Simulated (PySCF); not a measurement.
## Excitation energy of B by level of theory

B [He] 2s2 2p1 (2P) → B [He] 2s1 2p1 3s1 (4P), as a difference of total energies. Calculation: PySCF 2.14, in x2c-TZVPPall with one added diffuse shell each of s, p, d type (6s4p3d1f, 40 functions); scalar relativity by spin-free X2C-1e. Correlated levels: valence: 1s2 frozen. The calculations carry no spin-orbit coupling.

| method | excitation energy (eV) |
| --- | --- |
| UHF | 8.020 |
| MP2 (valence) | 9.058 |
| SCS-MP2 (valence) | 9.321 |
| CCSD (valence) | 9.512 |
| CCSD(T) (valence) | 9.545 |
| CCSDT (valence) | 9.556 |

Q: How much does correlation contribute at CCSD(T) (valence)?

A: 9.545 − (8.020) = 1.525 eV, measured against UHF.

The upper state lies above the first ionisation limit, but in LS coupling its spin forbids autoionisation to the ground ion. A Rydberg-like electron needs more diffuse functions than a valence basis has.

The promoted electron is Rydberg-like, and one or two diffuse shells describe it only roughly, which tends to raise the upper state.
